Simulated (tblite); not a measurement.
Compound: C5H11NOSi.
Z-matrix (Å and degrees, GFN2-xTB geometry), rows numbered from 1:
```
C 
C   1  1.3195
C   2  1.5043  1  125.58
C   3  1.5318  2  110.74  1   133.00
N   3  1.4486  2  112.23  1     9.36
C   5  1.3499  3  123.81  2  -116.38
O   6  1.2201  5  122.23  3    -0.99
Si  6  1.9181  5  117.78  3   179.91
H   1  1.0762  2  121.67  3   179.53
H   1  1.0778  2  122.18  3     0.78
H   2  1.0816  1  120.43  3  -179.82
H   3  1.0985  2  108.86  1  -106.88
H   4  1.0866  3  110.22  2    59.51
H   4  1.0875  3  110.12  2   179.38
H   4  1.0889  3  110.28  2   -60.46
H   5  1.0076  3  116.69  2    62.43
H   8  1.4606  6  108.01  5   108.71
H   8  1.4696  6  107.88  5   -10.22
H   8  1.4579  6  108.31  5  -130.56
```

Level: GFN2-xTB in tblite, geometry and Hessian alike; calculated harmonic values, unscaled, isolated species. The method is semi-empirical: single wavenumbers can be off by several per cent or more. Modes of hydrogen on silicon can be 10 to 20 % off. One conformer, not necessarily the lowest.

Harmonic wavenumbers (cm⁻¹): 34.9, 43.7, 63.8, 75.8, 133.8, 208.4, 223.3, 272.8, 341.1, 374.0, 414.4, 435.0, 506.4, 542.8, 561.0, 625.9, 653.3, 762.3, 766.8, 782.4, 828.9, 877.5, 897.7, 948.5, 1015.2, 1023.4, 1063.9, 1100.3, 1155.8, 1206.0, 1256.7, 1270.5, 1291.6, 1399.8, 1410.0, 1411.7, 1491.4, 1494.2, 1683.6, 1714.3, 2212.7, 2294.0, 2319.2, 2908.9, 3024.0, 3040.3, 3047.9, 3063.5, 3101.8, 3129.2, 3450.7.

A = 2696, B = 925.0, C = 833.1 MHz; mass 129.061 u (most abundant isotopes); point group C1, symmetry number 1.

Question: Zero-point energy?

Answer: Half the sum of the wavenumbers: 31978 cm⁻¹ = 91.43 kcal/mol.

Question: What is S at 273.15 K and 1 bar for an ideal gas of classical rigid rotors and harmonic oscillators?

Answer: Translation 40.07, rotation 29.17, vibration 32.98: S = 102.2 cal/(mol K).

Question: And Cp and H(273.15 K) − H(0)?

Answer: Cp = 38.86 cal/(mol K), of which vibrations give 30.91 (their classical limit is 51 R = 101.3); H(273.15 K) − H(0) = 6.63 kcal/mol without the zero-point energy, 4.45 from vibrations.

Question: Blend soft modes into free rotors: weight 1/[1 + (100 cm⁻¹/ν̃)⁴] for the oscillator and the rest for a rotor with moment μB/(μ + B), μ = h/(8π²ν), B = 10⁻⁴⁴ kg m². What vibrational entropy results?

Answer: 28.76 cal/(mol K) in place of 32.98, which changes −T·S at 273.15 K by +1.15 kcal/mol.

Question: Which modes carry the vibrational entropy at 273.15 K?

Answer: 34.9 cm⁻¹: 5.36; 43.7 cm⁻¹: 4.91; 63.8 cm⁻¹: 4.16; 75.8 cm⁻¹: 3.82; 133.8 cm⁻¹: 2.72; 208.4 cm⁻¹: 1.90 cal/(mol K); the other 45 give 10.10 together.

Question: What must be added to the electronic energy to get the Gibbs energy at 273.15 K and 1 bar?

Answer: ZPE + [H(273.15 K) − H(0)] − T·S = 91.43 + 6.63 − 27.92 = 70.14 kcal/mol.

Hindered rotation and anharmonicity are outside this model. Other conformers, if any are populated, would add a mixing term that is left out. The structure is chiral; the term R ln 2 for an equal mix with its mirror image is left out.

On one thread, Arm Neoverse N1 (aarch64), shared host with 64 logical CPUs at a one-minute load of 64, this took 1.2 s of wall time. This covers the Hessian and the dipole derivatives.
